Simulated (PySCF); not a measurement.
A side-by-side comparison of computed properties.

First species: C7H9NO.
Z-matrix (Å and degrees, GFN2-xTB geometry), rows numbered from 1:
```
C 
C   1  1.3258
C   2  1.4653  1  125.11
C   3  1.3397  2  119.87  1   148.62
C   3  1.4558  2  120.63  1   -31.85
C   5  1.3360  3  126.29  2   -26.59
C   6  1.4775  5  120.42  3  -177.81
N   7  1.3599  6  114.27  5   178.66
O   7  1.2146  6  124.03  5    -1.67
H   1  1.0771  2  121.53  3  -177.49
H   1  1.0772  2  122.07  3     0.90
H   2  1.0829  1  119.68  3   175.90
H   4  1.0764  3  121.71  2  -178.47
H   4  1.0769  3  121.62  2     1.74
H   5  1.0835  3  116.48  2   157.33
H   6  1.0804  5  122.02  3     0.98
H   8  1.0060  7  118.63  6  -179.58
H   8  1.0034  7  122.56  6    -1.16
```

Second species: C₇H₉NO.
SMILES: `C=C[C@@H]1C=C[C@H]1NC=O`

Levels: PBE0/pcSseg-1 for dipole moment, HOMO energy, LUMO energy and HOMO–LUMO gap; GFN2-xTB for rotational constant A and rotational constant C. Geometries: GFN2-xTB. Each structure is a single optimised conformer of the isolated species, non-relativistic unless stated. Electronic properties by PySCF.

The conformers computed, where there is a choice (atom-mapped SMILES and torsion angles):
- `[CH2:1]=[CH:2][C:3](=[CH2:4])/[CH:5]=[CH:6]/[C:7]([NH2:8])=[O:9]`: C1–C2–C3–C4 149°, C2–C3–C5–C6 -27°, C5–C6–C7–N8 179°, H–N8–C7–C6 180°, H–N8–C7–C6 -1°
- `[CH2:1]=[CH:2][C@@H:3]1[CH:4]=[CH:5][C@H:6]1[NH:7][CH:8]=[O:9]`: C1–C2–C3–C4 -137°, C5–C6–N7–C8 -134°, C6–N7–C8–O9 0°

| property | column X | column Y |
| --- | --- | --- |
| dipole moment | 3.80 D | 3.69 D |
| HOMO energy | -7.20 eV | -6.77 eV |
| LUMO energy | -0.27 eV | -1.61 eV |
| HOMO–LUMO gap | 6.93 eV | 5.16 eV |
| rotational constant A | 2.379 GHz | 3.050 GHz |
| rotational constant C | 0.866 GHz | 0.718 GHz |

(1) Which column belongs to which species?

(2) How does each property change from the first species to the second?

Answers

(1) Column X is the second species and column Y the first. The first has 18 atoms and 66 electrons, the second 18 and 66.

(2) dipole moment +0.11 D; HOMO energy -0.43 eV; LUMO energy +1.34 eV; HOMO–LUMO gap +1.77 eV; rotational constant A -0.671 GHz; rotational constant C +0.148 GHz.

On the first: A dipole of 3.69 D is allowed in C1, and pure rotational transitions are dipole-allowed. The dipole equals about 12.3 × 10⁻³⁰ C·m (1 D = 3.33564 × 10⁻³⁰ C·m).

On the second: In atomic units the dipole is 1.50 e·bohr (1 au = 2.5417 D). A dipole of 3.80 D is allowed in C1, and pure rotational transitions are dipole-allowed.
